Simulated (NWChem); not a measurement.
Molecule: CH₅FOSi; SMILES [SiH2](OC)F

```xyz
9

Si    -0.5256     0.6564    -0.0474
F      0.8243     1.5548     0.0205
O     -0.2395    -0.8626     0.5107
C      0.5254    -1.8523    -0.1257
H     -0.9298     0.6218    -1.4804
H     -1.5341     1.2590     0.8521
H      1.6055    -1.6778     0.0157
H      0.2750    -2.8297     0.3130
H      0.3222    -1.9019    -1.2113
```
Atoms are numbered in this order, from 1.

Geometry: optimised at PBE0/def2-SVP.

Give the principal values of the shielding tensors (ppm) of Si1, F2, O3, C4 from PBE0/pcSseg-1, GIAO (NWChem), with their diamagnetic and paramagnetic parts as GIAO splits them.


```
atom    σ11    σ22    σ33  isotropic  diamagnetic  paramagnetic
----  -----  -----  -----  ---------  -----------  ------------
Si1   353.0  374.0  387.4      371.5        879.4        -507.9
F2    258.1  358.6  396.9      337.9        473.4        -135.6
O3    188.5  319.3  360.3      289.4        396.0        -106.6
C4    102.6  105.5  182.7      130.3        246.3        -116.1
```
